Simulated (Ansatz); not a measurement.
Stepwise reaction of `[NH2][W]([NH2])(=[O])=[O]` with hydrogen fluoride, as a gas-phase model of exchange steps in deposition or etching. ΔE in kJ/mol; ΔG adds harmonic PBE0-D4 terms to CCSD(T)/CBS, at 1 bar.

Program: Ansatz. Geometries: PBE0-D4/def2-TZVP. ΔE: electronic, gas phase. CBS: MP2 limit from def2 TZ/QZ plus the TZ coupled-cluster correction, frozen cores. This one scheme is used for every species. DFT in def2-TZVPP. B3LYP here is the variant with VWN-RPA as its local correlation; programs differ in this. Elements past krypton have def2 core potentials. For W outer-core shells are correlated without core-valence functions, which leaves a few kJ/mol of doubt a bond. One conformer a species, not always the lowest.

```
step                                                         reaction  PBE-D4  B3LYP-D4  ωB97M-V  CCSD(T)/CBS  ΔG(500 K)
   2  `[NH2][W](=[O])(=[O])[F]` + H–F → `[O]=[W](=[O])([F])[F]` + NH₃   -42.2     -40.6    -41.6        -30.4      -27.8
```

(1) Give the row of step 1, `[NH2][W]([NH2])(=[O])=[O]` + H–F → `[NH2][W](=[O])(=[O])[F]` + NH₃. (Estimate.)

(2) By hand: ΔE of the 2 steps together at CCSD(T)/CBS.

Answers

(1) Ansatz gave: 
```csv
step,reaction,PBE-D4,B3LYP-D4,ωB97M-V,CCSD(T)/CBS,ΔG(500 K)
1,`[NH2][W]([NH2])(=[O])=[O]` + H–F → `[NH2][W](=[O])(=[O])[F]` + NH₃,-64.1,-63.3,-63.8,-52.4,-51.0
```

(2) (-52.4) + (-30.4) = -82.8 kJ/mol, or -41.4 kJ/mol a step.

In ΔE each step is higher than the one before. All are downhill at CCSD(T)/CBS. ΔG lies between -51.0 and -27.8 kJ/mol a step. PBE-D4 differs from CCSD(T)/CBS by -11.8 to -11.7 kJ/mol a step. Isolated molecules leave out the surface, adducts and barriers. Largest T1 diagnostic: 0.023.
